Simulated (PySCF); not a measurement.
**Relaxation of singlet H2PtO**

Level of theory: PBE0/[Pt def2-TZVP with ECP60, O def2-TZVP, H def2-TZVP], scalar-relativistic core potentials, density fitting, no spin–orbit coupling, PySCF. A (50,194) grid was used.

A hand-made trigonal planar start, of C2v symmetry, held to at least that symmetry:

Coordinates in bohr (charge 0 multiplicity 1):
```
Pt    0.1130    0.1957    0.0000
O    -1.4838   -2.5701    0.0000
H     3.0420    0.1957    0.0000
H    -1.3516    2.7323    0.0000
```

At each step, columns x, y, z (Å) and Fx, Fy, Fz (eV/Å):

```
step 0  E − E(last) = 4.50 kJ/mol
Pt   0.060   0.104   0.000   0.485   0.848   0.000
O   -0.785  -1.360   0.000  -0.535  -0.934   0.000
H    1.610   0.104   0.000   0.539  -0.253   0.000
H   -0.715   1.446   0.000  -0.489   0.339   0.000
step 1  E − E(last) = 1.22 kJ/mol
Pt   0.070   0.121   0.000  -0.251  -0.420   0.000
O   -0.791  -1.371   0.000   0.309   0.521   0.000
H    1.638   0.083   0.000   0.133  -0.143   0.000
H   -0.747   1.460   0.000  -0.191   0.042   0.000
step 2  E − E(last) = 0.18 kJ/mol
Pt   0.074   0.128   0.000  -0.022  -0.024   0.000
O   -0.783  -1.355   0.000   0.087   0.139   0.000
H    1.650   0.061   0.000  -0.017  -0.065   0.000
H   -0.772   1.459   0.000  -0.048  -0.050   0.000
step 3  E − E(last) = 0.02 kJ/mol
Pt   0.077   0.134   0.000   0.038   0.079   0.000
O   -0.777  -1.346   0.000  -0.007  -0.023   0.000
H    1.654   0.048   0.000  -0.040  -0.013   0.000
H   -0.785   1.457   0.000   0.009  -0.043   0.000
step 4  E − E(last) = 0.00 kJ/mol
Pt   0.078   0.135   0.000   0.013   0.036   0.000
O   -0.776  -1.344   0.000  -0.003  -0.016   0.000
H    1.654   0.046   0.000  -0.018  -0.002   0.000
H   -0.787   1.456   0.000   0.007  -0.018   0.000
step 5  E − E(last) = 0.00 kJ/mol
Pt   0.079   0.136   0.000  -0.006   0.004   0.000
O   -0.776  -1.344   0.000   0.005  -0.003   0.000
H    1.654   0.046   0.000   0.001   0.001   0.000
H   -0.787   1.455   0.000   0.001  -0.001   0.000
```

It ends at C2v with Pt–H 1.578 Å (×2), Pt–O 1.709 Å; H–Pt–H 126.6°, H–Pt–O 116.7° (×2). A frequency run shows 1 imaginary mode, down to 638i cm⁻¹, so it is a saddle point. Other isomers or separated fragments may lie lower.

No spin–orbit coupling is included, which matters more the heavier the element.

The relaxation took 6.1 s on 2 threads of a shared AMD EPYC 9R45 96-Core (Zen 5) host, with 83 basis functions and 6 gradients; the process peaked at 0.55 GiB.
